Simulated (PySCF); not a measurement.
PySCF 2.14 output of an unrestricted revPBE calculation on a single atom or ion in cc-pVDZ-X2C (8s7p5d3f1g, 84 functions), with scalar relativity by spin-free X2C-1e:

```
SCF conv_tol = 1e-09
number electrons alpha = 34  beta = 34
    Y. Zhang and W. Yang.,  Phys. Rev. Lett. 80, 890 (1998)
    J. P. Perdew, K. Burke, and M. Ernzerhof.,  Phys. Rev. Lett. 77, 3865 (1996)
    J. P. Perdew, K. Burke, and M. Ernzerhof.,  Phys. Rev. Lett. 78, 1396 (1997)
cycle= 1 E= -14562.1763003484  delta_E= 0.00824  |g|= 0.633  |ddm|= 0.297
cycle= 2 E= -14562.0619815231  delta_E= 0.114  |g|= 1.32  |ddm|= 0.524
cycle= 3 E= -14562.2092563165  delta_E= -0.147  |g|= 0.00733  |ddm|= 0.368
cycle= 4 E= -14562.2092603389  delta_E= -4.02e-06  |g|= 0.00084  |ddm|= 0.00114
cycle= 5 E= -14562.2092604164  delta_E= -7.76e-08  |g|= 2.51e-05  |ddm|= 0.000385
cycle= 6 E= -14562.2092604166  delta_E= -1.27e-10  |g|= 8.04e-08  |ddm|= 1.85e-05
converged SCF energy = -14562.2092604166  <S^2> = 1.4210855e-14  2S+1 = 1
```

The run itself started from symmetry-adapted Hartree-Fock orbitals and held the occupation by maximum overlap, on a logarithmic radial grid, so the iterations belong to that start.

Which element, charge and spin multiplicity is this?

Lu³⁺ (lutetium, charge +3), multiplicity 1; the state was [Xe] 4f14, closed-shell 1S.

Spin-orbit coupling, which splits the p, d and f shells strongly at this Z, is absent.
